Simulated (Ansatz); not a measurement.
Computed with Ansatz on PBE0-D4/def2-TZVP structures; ΔE is electronic, products minus reactants. CBS: MP2 limit from def2 TZ/QZ plus the TZ coupled-cluster correction, frozen cores. Functionals use def2-TZVPP. B3LYP here is the variant with VWN-RPA as its local correlation; programs differ in this. def2 core potentials past Kr. For I outer-core shells are correlated without core-valence functions, which leaves a few kJ/mol of doubt a bond. Each species was taken in one conformer, which may not be the lowest.

Reaction (formal exchange of groups at the Si–C bond): `[SiH3]CI` + `C=C(F)CCl` → `C=C(F)C[SiH3]` + `ClCI`

```csv
level,ΔE (kJ/mol),difference from CCSD(T)/CBS
PBE-D4,5.3,-6.3
r2SCAN-D4,7.3,-4.3
PBE0-D4,7.8,-3.8
B3LYP-D4,7.7,-3.9
ωB97X-V,9.3,-2.3
ωB97M-V,9.6,-2.0
B2PLYP,9.4,-2.2
PBE,5.6,-6.0
r2SCAN,7.5,-4.1
PBE0,8.1,-3.5
B3LYP,8.1,-3.5
HF/def2-TZVPP,15.6,4.0
MP2/def2-TZVPP,10.4,-1.2
SCS-MP2/def2-TZVPP,11.2,-0.4
CCSD/def2-TZVPP,12.4,0.8
CCSD(T)/def2-TZVPP,12.0,0.4
HF/def2-QZVPP,15.6,4.0
MP2/def2-QZVPP,10.1,-1.5
SCS-MP2/def2-QZVPP,11.1,-0.5
HF/CBS(def2),15.6,4.0
MP2/CBS(def2),9.9,-1.7
CCSD/CBS(def2),11.9,0.3
CCSD(T)/CBS,11.6,0
```

Largest T1 diagnostic among the species: 0.012.

In def2-TZVPP, CCSD(T) changes the Hartree–Fock value by −3.5 kJ/mol (the triples alone add −0.4 kJ/mol) and MP2 by −5.2 kJ/mol.
